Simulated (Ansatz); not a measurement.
Reaction (ligand exchange at a B–O bond): `COB([SiH3])Cl` + HCl → `[SiH3]B(Cl)Cl` + CH₃OH

Calculated with Ansatz (gas phase, PBE0-D4/def2-TZVP geometries, no zero-point term in ΔE). CCSD(T)/CBS is the MP2 limit (def2-TZVPP, def2-QZVPP) plus CCSD(T) − MP2 in def2-TZVPP, frozen cores. This one scheme is used for every species. DFT in def2-TZVPP. B3LYP here is the variant with VWN-RPA as its local correlation; programs differ in this. Each species was taken in one conformer, which may not be the lowest.

```
             level  ΔE (kJ/mol)
          B3LYP-D4         62.6
           ωB97M-V         60.1
    MP2/def2-TZVPP         58.6
SCS-MP2/def2-TZVPP         59.9
   CCSD/def2-TZVPP         62.3
SCS-MP2/def2-QZVPP         58.8
     MP2/CBS(def2)         56.2
    CCSD/CBS(def2)         59.8
```

Task: What does CCSD(T)/CBS give? (Estimate.)

Result: Computed: +59.5 kJ/mol. The listed levels differ from it by 3.1, 0.6, -0.9, 0.4, 2.8, -0.7, -3.3, 0.3 kJ/mol.

Largest T1 diagnostic among the species: 0.013.
